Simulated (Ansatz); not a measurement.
Ansatz results at the PBE0-D4/def2-TZVP geometry: HOMO energy (B3LYP/def2-TZVPP) -6.88 eV; size of the dipole moment (B3LYP/def2-TZVPP) 2.22 D; HOMO–LUMO gap (ωB97M-V/def2-TZVPP) 10.86 eV.

Each molecule was computed in one conformer, which needn't be the lowest.

Task: Which molecule gave them?
A. `C[Si@@H](O)[Si@H](O)Cl`
B. `O[SiH](O)C[SiH](O)F`
C. `O[SiH2]S[SiH2]F`
D. `N[SiH2][S][GeH2][NH2]`

Result: D. The others give `O[SiH2]S[SiH2]F`: -7.81, 2.02, 11.75; `C[Si@@H](O)[Si@H](O)Cl`: -7.46, 2.99, 11.01; `O[SiH](O)C[SiH](O)F`: -8.37, 1.80, 12.58.

B3LYP here is the variant with VWN-RPA as its local correlation; programs differ in this.
